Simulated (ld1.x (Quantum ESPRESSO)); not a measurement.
**What one change does to a pseudopotential (B (Z = 5), RRKJ)**

* Element: boron (B)
* Generator: ld1.x (Quantum ESPRESSO) 7.5
* Type: norm-conserving RRKJ (Kleinman–Bylander form)
* Functional: LDA (PZ)
* Relativity: scalar-relativistic
* Frozen core: [He]
* Valence charge: 3
* Reference configuration: 2s2 2p1
* Partial waves: 2s (bound): rc 1.65 bohr; 3d channel at -0.05 Ry: rc 2.85 bohr; 2p (bound): rc 2.80 bohr
* Local potential: the p channel
* Core correction: Bessel-smoothed model core, default radius (core density twice the valence density)
* rho0: 0.005

Change: reference 2s1.5 2p1.5.

Cutoffs: the cutoffs (Ry, on a coarse ladder) from which the occupation-weighted sum of valence levels, in a spherical-Bessel basis at the reference potential, stays within 10 and 1 mRy of its value at 400 Ry; they do not see the model core or the augmentation charge, which bear on the density cutoff. Errors are all-electron minus pseudo energies relative to the spin-unpolarised reference configuration.

Question: What does the change do?

Answer: The potential gets softer (30 Ry and 40 Ry → 25 Ry and 35 Ry); neither file shows a bound ghost.

```csv
quantity,base,changed
"cutoff, loose",30 Ry,25 Ry
"cutoff, tight",40 Ry,35 Ry
bound ghosts,none,none
"largest error over its own tests, meV",+196,+273
s: phases at 3.11 bohr within 0.05 rad from the reference energy up to (Ry; the scan ends near 5),0.7,0.7
p: phases at 3.11 bohr within 0.05 rad from the reference energy up to (Ry; the scan ends near 5),0.7,0.7
d: phases at 3.11 bohr within 0.05 rad from the reference energy up to (Ry; the scan ends near 5),2.4,2.4
```
